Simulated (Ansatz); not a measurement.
Z-matrix (Å, degrees):
```
Ge
C 1 1.931
H 1 1.537 2 110.3
H 1 1.537 2 108.4 3 120.1
H 1 1.537 2 110.3 3 -119.9
C 2 1.320 1 121.1 3 -120.4
H 2 1.086 1 120.6 3 59.6
F 6 1.338 2 122.6 1 -180.0
H 6 1.086 2 126.0 1 -0.0
```

Charge 0, multiplicity 1.

List the PBE/def2-TZVPP orbital energies in eV (Ansatz). (Estimate.)

The calculation gave: Occupied: -10804.47, -1337.84, -1191.25, -1191.24, -1191.24, -660.54, -271.31, -269.12, -162.42, -113.87, -113.85, -113.85, -30.84, -29.70, -29.70, -29.69, -29.63, -29.63, -19.19, -15.19, -13.80, -12.94, -11.40, -11.23, -8.93, -8.54, -8.38, -8.26, -6.54. Lowest empty: -1.11, 0.19, 0.38, 0.68, 1.02, 1.34, 1.95, 2.42.
